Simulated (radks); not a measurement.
Problem. Radial electron density D(r) = 4 pi r^2 rho(r) of an atom or ion with 14 electrons. Calculated with a radial shooting solver on a logarithmic mesh with Libxc functionals: scalar-relativistic Kohn-Sham, SCAN, spin-polarised, spherical densities, finite nucleus; meta-GGA in the generalised Kohn-Sham scheme; Fermi nuclear charge, rms radius of each element as measured or else 0.836 A^(1/3) + 0.57 fm.

| r (bohr) | D(r) (e/bohr) | spin D(r) |
|---|---|---|
| 0.003336 | 0.4230 | -0.0000407 |
| 0.00424 | 0.6604 | -0.0000635 |
| 0.005434 | 1.037 | -0.0000998 |
| 0.006908 | 1.589 | -0.000153 |
| 0.008781 | 2.400 | -0.000231 |
| 0.01125 | 3.611 | -0.000348 |
| 0.01431 | 5.242 | -0.000507 |
| 0.01819 | 7.400 | -0.000720 |
| 0.0233 | 10.18 | -0.00100 |
| 0.02963 | 13.25 | -0.00134 |
| 0.03766 | 16.29 | -0.00174 |
| 0.04826 | 18.74 | -0.00224 |
| 0.06135 | 19.67 | -0.00295 |
| 0.07799 | 18.74 | -0.00418 |
| 0.09995 | 16.22 | -0.00656 |
| 0.1271 | 13.73 | -0.0105 |
| 0.1615 | 13.06 | -0.0156 |
| 0.207 | 15.08 | -0.0181 |
| 0.2631 | 18.10 | -0.00858 |
| 0.3345 | 19.06 | 0.0279 |
| 0.4286 | 15.89 | 0.111 |
| 0.5449 | 10.17 | 0.250 |
| 0.6927 | 5.272 | 0.463 |
| 0.8806 | 3.201 | 0.737 |
| 1.128 | 3.034 | 1.03 |
| 1.435 | 2.788 | 1.15 |
| 1.824 | 1.885 | 1.00 |
| 2.337 | 0.8757 | 0.614 |
| 2.971 | 0.2949 | 0.253 |
| 3.777 | 0.06588 | 0.0629 |
| 4.84 | 0.007600 | 0.00753 |
| 6.153 | 0.0004209 | 0.000420 |

What is the nuclear charge?

Solution. Z = 17. The innermost maximum, from 1s, lies near gamma/Z bohr with gamma = sqrt(1 - (Z/c)^2) = 0.992, here 0.0584 bohr (found: 0.0614), and its height grows with Z. The density is that of the chlorine ion Cl3+ in [Ne] 3s2 3d2; the configuration itself is not fixed sharply by these data, and Z only to about a unit. D(r) has 3 maxima, at r = 0.0614, 0.316, 1.17 bohr, and minima at 0.153, 1.02 bohr, inside which lie 2.18, 10.66 electrons.
